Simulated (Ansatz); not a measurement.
Ansatz (a quantum-chemistry and plane-wave program) input (MP2/3-21G): The .json file is the Basis Set Exchange's 3-21G.

Ansatz 0.2 input:
```yaml
crystal:
  periodic: [false, false, false]
  atoms:
    - {symbol: N, position_ang: [1.78731400, -0.10578100, -0.91345100]}
    - {symbol: Si, position_ang: [0.24483300, -0.01837700, -0.13252800]}
    - {symbol: Cl, position_ang: [0.33779800, -0.97955700, 1.66928200]}
    - {symbol: Cl, position_ang: [-0.27338700, 1.94090700, 0.13520000]}
    - {symbol: Cl, position_ang: [-1.15084700, -0.92250000, -1.29767900]}
    - {symbol: H, position_ang: [2.53055100, 0.33728300, -0.36609000]}
basis:
  gaussian:
    orbitals: 3-21G.json
magnetization: {spin_polarized: true, initial_magnetization: 1}
correlation: {method: mp2, electrons: outside_noble_gas}
```

Output:

```
Functional definition: HF
integrals: 0.03 GiB planned
710 factors; integrals over basis functions are off by at most 7.4e-4 eV
mean field: 0.39 GiB planned
mean field evaluation 1: about -46640.6032 eV, gradient 1.7e1 eV
mean field evaluation 2: about -46640.8020 eV, gradient 1.7e1 eV
mean field evaluation 4: about -46643.0439 eV, gradient 1.5e0 eV
mean field evaluation 8: about -46643.0799 eV, gradient 1.1e-1 eV
mean field evaluation 16: about -46643.0802 eV, gradient 3.3e-6 eV
mean field evaluation 32: about -46642.2302 eV, gradient 6.1e-1 eV
mean field -46643.08020898 eV, -1714.1015818648 hartree, gradient 3.3e-6 eV, S^2 0.756626; 4 other end points of the search recorded, 0 dependent functions left out
21 core orbitals not correlated
reference -46643.08020898 eV, -1714.1015818648 hartree; 16, 15 occupied and 26, 27 virtual orbitals, 710 factors
second order -7.05730347 eV of doubles, -0.00000000 eV of singles
Total energy: -46650.13751246 eV, -1714.3609329839 hartree
```

The geometry given is a B3LYP-D3(BJ)/def2-TZVP minimum.
